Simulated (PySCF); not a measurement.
CH7F3GeSi2, SMILES F[Si](F)(F)[SiH2][CH2][GeH3], singlet, GFN2-xTB optimised geometry.

```
14

F      2.75     2.13    -1.65
Si     2.59     0.55    -1.82
F      4.03     0.13    -2.34
F      1.72     0.46    -3.14
Si     1.84    -0.60     0.00
C     -0.06    -0.60     0.00
Ge    -0.83     1.22     0.00
H      2.33     0.03     1.24
H      2.32    -1.99    -0.03
H     -0.43    -1.14     0.87
H     -0.44    -1.13    -0.88
H     -0.38     1.99     1.20
H     -0.44     1.98    -1.22
H     -2.33     1.15     0.04
```

Density from PBE0/def2-TZVP in PySCF at that geometry.

Minimum of the electron density along straight lines between bonded atoms, close to the bond critical point (lines longer than 1.1 times the sum of covalent radii, or with two minima, are not listed):

```json
[
 {"bond": "F1–Si2", "length / Å": "1.592", "ρ at the minimum / e bohr⁻³": "0.142", "∇²ρ there / e bohr⁻⁵": "1.03", "position (fraction from the first atom)": "0.58"},
 {"bond": "Si2–F3", "length / Å": "1.592", "ρ at the minimum / e bohr⁻³": "0.142", "∇²ρ there / e bohr⁻⁵": "1.03", "position (fraction from the first atom)": "0.42"},
 {"bond": "Si2–F4", "length / Å": "1.593", "ρ at the minimum / e bohr⁻³": "0.142", "∇²ρ there / e bohr⁻⁵": "1.02", "position (fraction from the first atom)": "0.42"},
 {"bond": "Si2–Si5", "length / Å": "2.280", "ρ at the minimum / e bohr⁻³": "0.101", "∇²ρ there / e bohr⁻⁵": "…", "position (fraction from the first atom)": "0.65"},
 {"bond": "Si5–C6", "length / Å": "1.900", "ρ at the minimum / e bohr⁻³": "…", "∇²ρ there / e bohr⁻⁵": "…", "position (fraction from the first atom)": "0.39"},
 {"bond": "C6–Ge7", "length / Å": "1.974", "ρ at the minimum / e bohr⁻³": "0.121", "∇²ρ there / e bohr⁻⁵": "0.10", "position (fraction from the first atom)": "0.53"},
 {"bond": "Si5–H8", "length / Å": "1.472", "ρ at the minimum / e bohr⁻³": "0.123", "∇²ρ there / e bohr⁻⁵": "0.18", "position (fraction from the first atom)": "0.49"},
 {"bond": "Si5–H9", "length / Å": "1.473", "ρ at the minimum / e bohr⁻³": "0.123", "∇²ρ there / e bohr⁻⁵": "0.17", "position (fraction from the first atom)": "0.49"},
 {"bond": "C6–H10", "length / Å": "1.090", "ρ at the minimum / e bohr⁻³": "0.272", "∇²ρ there / e bohr⁻⁵": "-0.90", "position (fraction from the first atom)": "0.64"},
 {"bond": "C6–H11", "length / Å": "1.091", "ρ at the minimum / e bohr⁻³": "0.272", "∇²ρ there / e bohr⁻⁵": "-0.90", "position (fraction from the first atom)": "0.64"},
 {"bond": "Ge7–H12", "length / Å": "1.495", "ρ at the minimum / e bohr⁻³": "0.143", "∇²ρ there / e bohr⁻⁵": "0.09", "position (fraction from the first atom)": "0.60"},
 {"bond": "Ge7–H13", "length / Å": "1.492", "ρ at the minimum / e bohr⁻³": "0.144", "∇²ρ there / e bohr⁻⁵": "0.09", "position (fraction from the first atom)": "0.60"},
 {"bond": "Ge7–H14", "length / Å": "1.500", "ρ at the minimum / e bohr⁻³": "0.142", "∇²ρ there / e bohr⁻⁵": "0.08", "position (fraction from the first atom)": "0.60"}
]
```

**Question.** What belongs in the gaps?

**Answer.** 
- Si2–Si5, ∇²ρ there / e bohr⁻⁵: -0.08
- Si5–C6, ρ at the minimum / e bohr⁻³: 0.114
- Si5–C6, ∇²ρ there / e bohr⁻⁵: 0.16
